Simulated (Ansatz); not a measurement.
C$_{3}$H$_{10}$BNO$_{2}$, singlet, geometry from GFN2-xTB, atoms displaced at random by about 0.03 Å a coordinate; PBE0/STO-3G, gradient (Ansatz, an electronic-structure program).

Ansatz was given this input:
Ansatz 0.2 input:
```yaml
crystal:
  periodic: [false, false, false]
  atoms:
    - {symbol: B, position_ang: [0.25046689, 0.11141860, -0.15575353]}
    - {symbol: N, position_ang: [-1.14536187, 0.11133336, 0.01297205]}
    - {symbol: C, position_ang: [-1.99371580, -0.45325310, 0.98788069]}
    - {symbol: H, position_ang: [-1.67891476, 0.50612495, -0.76206477]}
    - {symbol: H, position_ang: [-2.43318247, -1.39379390, 0.73787608]}
    - {symbol: H, position_ang: [-2.78291220, 0.24318951, 1.27194707]}
    - {symbol: H, position_ang: [-1.51966717, -0.60540282, 2.00581390]}
    - {symbol: O, position_ang: [0.86788360, 0.78149977, -1.18391735]}
    - {symbol: C, position_ang: [0.15302851, 1.62315127, -2.07414875]}
    - {symbol: H, position_ang: [-0.45867916, 2.37498218, -1.58260457]}
    - {symbol: H, position_ang: [0.83429174, 2.12253812, -2.70584204]}
    - {symbol: H, position_ang: [-0.51889824, 0.97659183, -2.71089313]}
    - {symbol: O, position_ang: [1.19407597, -0.56978555, 0.57146466]}
    - {symbol: C, position_ang: [0.98572299, -1.48899051, 1.56443454]}
    - {symbol: H, position_ang: [2.00603148, -2.03413788, 1.77010872]}
    - {symbol: H, position_ang: [0.72361478, -0.97188474, 2.55277761]}
    - {symbol: H, position_ang: [0.19296830, -2.24574242, 1.41419093]}
basis:
  gaussian:
    orbitals: STO-3G
hamiltonian:
  xc: pbe0
output: {forces: true}
```

What the program printed (banner, timings and long lists left out):

```
Functional definition: PBE0
645 factors; integrals over basis functions are off by at most 5.9e-5 eV
mean field evaluation 1: about -9402.5727 eV, gradient 2.2e1 eV
mean field evaluation 2: about -9402.8684 eV, gradient 2.1e1 eV
mean field evaluation 4: about -9404.0041 eV, gradient 1.1e0 eV
mean field evaluation 8: about -9403.9645 eV, gradient 1.3e-2 eV
mean field -9403.96450329 eV, -345.5893212598 hartree, gradient 6.6e-5 eV, S^2 0.000000; 0 other end points of the search recorded, 0 dependent functions left out
the calculation of the forces begins
reference -9403.96452547 eV, -345.5893220748 hartree; 28, 28 occupied and 17, 17 virtual orbitals, 645 factors
Total energy: -9403.96452547 eV, -345.5893220748 hartree
Atom 0 at     0.250467     0.111419    -0.155754 Å, force     0.430139    -0.554695     0.114179 eV/Å
Atom 1 at    -1.145362     0.111333     0.012972 Å, force     0.984914     0.697404    -1.211376 eV/Å
Atom 2 at    -1.993716    -0.453253     0.987881 Å, force    -0.242466     0.201622     4.255407 eV/Å
Atom 3 at    -1.678915     0.506125    -0.762065 Å, force    -0.474923     0.383331    -0.527096 eV/Å
Atom 4 at    -2.433182    -1.393794     0.737876 Å, force    -0.798952    -1.425989    -0.656878 eV/Å
Atom 5 at    -2.782912     0.243190     1.271947 Å, force    -0.837024     0.302531    -0.396557 eV/Å
Atom 6 at    -1.519667    -0.605403     2.005814 Å, force     0.206797     0.015026    -1.416423 eV/Å
Atom 7 at     0.867884     0.781500    -1.183917 Å, force     1.369583     0.102987     0.260857 eV/Å
Atom 8 at     0.153029     1.623151    -2.074149 Å, force    -2.229331    -2.205620     0.219959 eV/Å
Atom 9 at    -0.458679     2.374982    -1.582605 Å, force    -0.570810     0.593764     0.458168 eV/Å
Atom 10 at     0.834292     2.122538    -2.705842 Å, force     1.587026     1.009446    -1.396852 eV/Å
Atom 11 at    -0.518898     0.976592    -2.710893 Å, force     0.251742     0.791571     0.129471 eV/Å
Atom 12 at     1.194076    -0.569786     0.571465 Å, force     0.853505     1.595832    -2.072746 eV/Å
Atom 13 at     0.985723    -1.488991     1.564435 Å, force     1.190452    -1.475754     3.937917 eV/Å
Atom 14 at     2.006031    -2.034138     1.770109 Å, force    -2.005414     0.772163    -0.469734 eV/Å
Atom 15 at     0.723615    -0.971885     2.552778 Å, force     0.274269    -0.611862    -0.834390 eV/Å
Atom 16 at     0.192968    -2.245742     1.414191 Å, force     0.010492    -0.191757    -0.393906 eV/Å
Dipole moment:    -0.530410     0.018842     0.018528 e Å
```
